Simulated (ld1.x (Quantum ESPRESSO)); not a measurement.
# Ge (Z = 32): one change to a PAW potential, before and after

* Element: Ge (Z = 32)
* Generator: ld1.x (Quantum ESPRESSO) 7.5
* Type: PAW
* Functional: LDA (PZ)
* Relativity: non-relativistic
* Frozen core: [Ar]
* Valence charge: 14
* Reference configuration: 3d10 4s2 4p2
* Partial waves: 4s (bound): rcut 1.30, rcutus 1.60 bohr; 4s channel at 0.15 Ry: rcut 1.30, rcutus 1.60 bohr; 4p (bound): rcut 1.70, rcutus 1.95 bohr; 4p channel at 0.85 Ry: rcut 1.70, rcutus 1.95 bohr; 3d (bound): rcut 0.70, rcutus 0.75 bohr; 3d channel at -1.5 Ry: rcut 0.70, rcutus 0.75 bohr
* Local potential: all-electron potential smoothed inside 1.40 bohr (lloc = -2)
* Core correction: Bessel-smoothed model core inside 0.65 bohr
* Augmentation charge: PSQ, inside the norm-conserving radii

Change: all radii but the core radius scaled by about 1.05 (s 1.68, p 2.04, d 0.78 bohr, rcut 1.36/1.78/0.74); local potential all-electron potential smoothed inside 1.46 bohr (lloc = -2).

Cutoffs: the cutoffs (Ry, on a coarse ladder) from which the occupation-weighted sum of valence levels, in a spherical-Bessel basis at the reference potential, stays within 10 and 1 mRy of its value at 400 Ry; they do not see the model core or the augmentation charge, which bear on the density cutoff. Errors are all-electron minus pseudo energies relative to the spin-unpolarised reference configuration.

Problem. What does the change do?

Solution. The errors of the 9 common tests hardly move; neither file shows a bound ghost.

| quantity | base | changed |
| --- | --- | --- |
| cutoff, loose | 300 Ry | 260 Ry |
| cutoff, tight | over 300 Ry | over 300 Ry |
| loose cutoff by channel (10 mRy a level) | s 12 Ry, p 6 Ry, d 180 Ry | s 10 Ry, p 6 Ry, d 160 Ry |
| bound ghosts | none | none |
| error for 3d10 4s2 4p1, meV [ΔE 7.66 eV] | 0.0 | 0.0 |
| error for 3d10 4s2 4p0, meV [ΔE 23.39 eV] | -0.6 | -0.6 |
| error for 3d10 4s1 4p0, meV [ΔE 58.05 eV] | -5.9 | -5.9 |
| error for 3d10 4s2 4p1.5, meV [ΔE 2.90 eV] | 0.0 | 0.0 |
| error for 3d10 4s0 4p4, meV [ΔE 15.55 eV] | -0.8 | -0.7 |
| error for 3d10 4s1 4p3, meV [ΔE 7.66 eV] | -0.2 | -0.2 |
| error for 3d9 4s2 4p3, meV [ΔE 30.61 eV] | -259 | -253 |
| error for 3d10 4s2 4p2 (spin-polarised), meV [ΔE -0.56 eV] | -0.2 | -0.2 |
| error for 3d10 4s2 4p1 (spin-polarised), meV [ΔE 7.48 eV] | -0.2 | -0.1 |
| lowest overlap eigenvalue by channel | s 0.51, p 0.62, d 1.00 | s 0.46, p 0.64, d 1.00 |
